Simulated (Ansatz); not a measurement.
```xyz
10

C     3.028   -0.235   -0.622
C     1.846   -0.142   -0.382
Al   -0.003   -0.001   -0.003
C    -1.070    1.249   -0.943
C    -1.746    2.055   -1.540
C    -0.785   -1.110    1.318
C    -1.281   -1.820    2.163
H     4.071   -0.317   -0.834
H    -2.343    2.766   -2.065
H    -1.718   -2.446    2.907
```

The species carries charge 0 and has multiplicity 1.

Task: List the ωB97M-V/def2-TZVPP orbital energies in eV (Ansatz). (An estimate is asked.)

Result: Computed: Occupied: -1532.71, -281.71, -281.71, -281.71, -281.05, -281.05, -281.05, -117.30, -76.98, -76.78, -76.78, -23.69, -23.58, -23.58, -18.13, -17.72, -17.72, -15.83, -13.40, -13.40, -11.03, -10.74, -10.74, -10.59, -10.59, -10.36. Lowest empty: -0.25, 1.88, 1.88, 1.97, 2.81, 2.81, 3.32, 3.32.
